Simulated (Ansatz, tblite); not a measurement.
Cost and result up the ladder for the cluster Ag₃ (3 atoms). Total charge 0; doublet. Geometry: PBE-D4/def2-TZVP.

```tsv
atom	x (Å)	y (Å)	z (Å)
Ag1	1.613	-0.136	-0.437
Ag2	-0.319	-0.415	1.347
Ag3	-1.294	0.551	-0.910
```

Ansatz on 4 threads of Arm Neoverse V1 on a shared host; xTB runs through tblite on one thread. Times are rough, summed over both states, and most runs start from the orbitals of an earlier one. CCSD(T)/def2-TZVP serves as the yardstick here, not as an exact answer. The other state is a quartet at its own geometry.

In the def2 sets Ag takes a core potential; there is no spin–orbit coupling. The xTB rows come from tblite. LC-ωPBE has ω = 0.4 bohr⁻¹. Correlated methods freeze no core orbitals; core or outer-core shells of Ag are correlated, in sets that lack core-valence functions. The structure comes from a short search, and lower isomers may exist.

Correlated methods converge slowly with the basis.

xTB has no spin-polarisation term.

```tsv
level	functions	wall time	quartet − doublet (eV)	difference from CCSD(T)/def2-TZVP (eV)
GFN1-xTB	27	0.005 s	1.70	-0.36
GFN2-xTB	27	0.007 s	1.83	-0.24
HF/def2-TZVP	120	2.6 s	1.04	-1.02
PBE-D4/def2-TZVP	120	4 s	2.21	0.14
revPBE-D4/def2-TZVP	120	4.1 s	2.09	0.02
RPA@PBE/def2-TZVP	120	8.4 s	2.01	-0.05
LC-ωPBE/def2-TZVP	120	8.6 s	1.90	-0.16
r2SCAN-D4/def2-TZVP	120	11 s	2.10	0.03
r2SCANh-D4/def2-TZVP	120	11 s	2.05	-0.02
PBE-QIDH/def2-TZVP	120	12 s	2.03	-0.03
PBE0-D4/def2-TZVP (with forces)	120	15 s	2.06	0.00
CCSD(T)/def2-TZVP	120	2.3 min	2.06	0.00
```
